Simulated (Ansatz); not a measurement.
`[OH][AlH][CH2]F` + `N[SiH3]` → `[OH][AlH][NH][SiH3]` + `CF`  (ligand exchange at the Al–C bond)

Calculated with Ansatz (gas phase, PBE0-D4/def2-TZVP geometries, no zero-point term in ΔE). CCSD(T)/CBS adds triple-zeta CCSD(T) − MP2 to the extrapolated MP2 energy (def2 sets, frozen cores). This one scheme is used for every species. Functionals use def2-TZVPP. HSE06 is defined as in plane-wave codes. One conformer a species, not always the lowest.

Question: Is it downhill or uphill in electronic energy at CCSD(T)/CBS, and by how much? (Best estimate.)

Answer: Computed: Downhill: ΔE = -128.7 kJ/mol.

Question: What do these levels give: HSE06-D4, BHLYP-D4, ωB97M-V, PBE-QIDH, r2SCANh, HSE06, MP2/def2-TZVPP, SCS-MP2/def2-TZVPP, MP2/def2-QZVPP, SCS-MP2/def2-QZVPP, HF/CBS(def2), CCSD/CBS(def2)? (Best estimate.)

Answer: Computed: HSE06-D4 -121.6, BHLYP-D4 -132.1, ωB97M-V -122.4, PBE-QIDH -128.7, r2SCANh -126.7, HSE06 -119.1, MP2/def2-TZVPP -135.0, SCS-MP2/def2-TZVPP -134.4, MP2/def2-QZVPP -134.0, SCS-MP2/def2-QZVPP -133.4, HF/CBS(def2) -135.5, CCSD/CBS(def2) -128.8 kJ/mol.

Largest T1 diagnostic among the species: 0.012.

From PBE to PBE0 (25 % exact exchange), in def2-TZVPP and without D4, ΔE moves by −6.0 kJ/mol. Leaving LDA and LC-ωPBE aside and taking each functional with its dispersion term where it has one, the values, not all of them listed here, spread over 16.2 kJ/mol, from BHLYP-D4 to PBE-D4.
